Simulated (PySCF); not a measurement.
3-bromo-1-chloro-1-fluoropropa-1,2-diene (C3HBrClF), SMILES FC(Cl)=C=CBr.

The structure is a stationary point at r2SCAN-D4/def2-SVP.

Method: PySCF with TDDFT-PBE/def2-SVPD.

Vertical excitations. The molecule is in vacuum.

### Question
List the lowest excited states. (An estimate is asked for; the answer gives what the named calculation found.)

### Answer

```tsv
state	energy (eV)	λ (nm)	f	main pairs
S1	4.30	288	0.000	HOMO→LUMO 97 %
S2	4.60	269	0.001	HOMO−1→LUMO+1 90 %
S3	4.77	260	0.001	HOMO−1→LUMO 45 %, HOMO→LUMO+1 42 %
S4	4.91	253	0.000	HOMO−2→LUMO 98 %
S5	5.18	239	0.004	HOMO−2→LUMO+1 97 %
S6	5.58	222	0.548	HOMO→LUMO+1 40 %, HOMO−1→LUMO 34 %
S7	6.12	203	0.007	HOMO−3→LUMO+1 63 %, HOMO−3→LUMO 31 %
S8	6.17	201	0.012	HOMO−3→LUMO 50 %, HOMO−3→LUMO+1 34 %, HOMO→LUMO+2 8 %
S9	6.36	195	0.013	HOMO−1→LUMO+2 93 %
S10	6.41	193	0.003	HOMO→LUMO+3 61 %, HOMO→LUMO+2 22 %, HOMO−1→LUMO+3 11 %
T1	3.73	333	0	HOMO−1→LUMO 46 %, HOMO→LUMO+1 44 %
T2	3.81	326	0	HOMO−1→LUMO 47 %, HOMO→LUMO+1 44 %
T3	3.95	314	0	HOMO→LUMO 90 %
T4	4.22	294	0	HOMO−1→LUMO+1 97 %
```
Triplets are in the Tamm–Dancoff approximation, which puts them higher than full response would, so one can lie above its singlet here.
